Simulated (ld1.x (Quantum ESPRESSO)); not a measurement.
# Cutoff test, Sc (Z = 21), RRKJ

scandium (Sc), norm-conserving RRKJ (Kleinman–Bylander form), made with ld1.x (Quantum ESPRESSO) 7.5 (BP86, scalar-relativistic). Core [Ne] 3s2, reference 3p6 3d1.5 4s1.5 4p0. Waves: 3p (bound): rc 1.80 bohr; 3d (bound): rc 2.65 bohr; 4s (bound): rc 3.40 bohr. Local part: the s channel. Core correction: a·sin(br)/r model core, default radius (core density twice the valence density).

The pseudo-atom Hamiltonian at the reference potential is diagonalised in spherical Bessel functions j_l(qr) that vanish at 20 bohr, with q² up to the cutoff. All-electron valence levels (Ry): 3p -2.3572, 4p -0.1007, 3d -0.1623, 4s -0.2897.

How do the lowest levels (Ry) of each channel move with the cutoff, and are there ghosts?

| cutoff (Ry) | p #1 | p #2 | p #3 | d #1 | d #2 | s #1 | s #2 | f #1 | Σ f·Δε (mRy) |
| --- | --- | --- | --- | --- | --- | --- | --- | --- | --- |
| 8 | -1.0853 | -0.0554 | 0.0516 | 0.0288 | 0.0979 | -0.2890 | 0.0003 | 0.0930 | 7919.0 |
| 10 | -1.4671 | -0.0644 | 0.0485 | 0.0236 | 0.0876 | -0.2895 | 0.0002 | 0.0930 | 5619.9 |
| 12 | -1.7876 | -0.0689 | 0.0470 | -0.0013 | 0.0641 | -0.2896 | 0.0002 | 0.0930 | 3658.9 |
| 15 | -2.1078 | -0.0723 | 0.0460 | -0.0705 | 0.0493 | -0.2896 | 0.0002 | 0.0930 | 1634.0 |
| 18 | -2.2277 | -0.0735 | 0.0456 | -0.1450 | 0.0449 | -0.2897 | 0.0002 | 0.0930 | 803.1 |
| 21 | -2.2958 | -0.0742 | 0.0454 | -0.1591 | 0.0444 | -0.2897 | 0.0002 | 0.0930 | 373.0 |
| 30 | -2.3541 | -0.0749 | 0.0452 | -0.1621 | 0.0442 | -0.2897 | 0.0002 | 0.0930 | 19.0 |
| 35 | -2.3569 | -0.0749 | 0.0452 | -0.1622 | 0.0442 | -0.2897 | 0.0002 | 0.0930 | 2.1 |
| 40 | -2.3571 | -0.0749 | 0.0452 | -0.1623 | 0.0442 | -0.2897 | 0.0002 | 0.0930 | 0.3 |
| 45 | -2.3572 | -0.0749 | 0.0452 | -0.1623 | 0.0442 | -0.2897 | 0.0002 | 0.0930 | 0.1 |
| 50 | -2.3572 | -0.0749 | 0.0452 | -0.1623 | 0.0442 | -0.2897 | 0.0002 | 0.0930 | 0.1 |
| 400 | -2.3572 | -0.0749 | 0.0452 | -0.1623 | 0.0442 | -0.2897 | 0.0002 | 0.0930 | 0.0 |

Result: no extra level below or beside the all-electron valence levels (p, d, s, f tested); 10 mRy is reached at 35 Ry and 1 mRy at 40 Ry.

Its largest configuration-test error is -858 meV.
